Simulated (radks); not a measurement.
Q: The oxygen anion O2-, [Ne], held by a Watson sphere: a shell of charge +1.36 at radius R that stands for the Madelung well of a crystal (potential energy -1.36/R inside, -1.36/r outside, in hartree with lengths in bohr). All-electron calculation, scalar-relativistic Kohn-Sham, LB94 model potential, spin-polarised, spherical densities, finite nucleus; Fermi nuclear charge, rms radius of each element as measured or else 0.836 A^(1/3) + 0.57 fm. Program: a radial shooting solver on a logarithmic mesh with Libxc functionals. Response by self-consistent Sternheimer equations with the Hartree and adiabatic LDA kernel, the relativistic mass of each level held fixed and spin-orbit coupling left out. The sphere does not respond.

R (bohr)  e(1s) (eV)  e(2s) (eV)  e(2p) (eV)  <r> 2p (bohr)  sum of <r^2> (bohr^2)  X-ray form factor at sin(theta)/lambda = 0.1 1/angstrom  alpha (bohr^3)
2.32         -526.29     -18.999      -5.364          1.576                  24.82                                                    8.488           25.45
2.37         -526.25     -18.875      -5.255          1.583                  25.09                                                    8.476           26.46
3.75         -524.84     -16.482      -2.931          1.757                  32.28                                                    8.247           72.62
3.84         -524.76     -16.375      -2.820          1.766                  32.74                                                    8.236           77.32

Estimate the row for R = 3.33 bohr.

A: e(1s) (eV) -525.27; e(2s) (eV) -17.045; e(2p) (eV) -3.506; <r> 2p (bohr) 1.711; sum of <r^2> (bohr^2) 30.12; X-ray form factor at sin(theta)/lambda = 0.1 1/angstrom 8.302; alpha (bohr^3) 54.04.
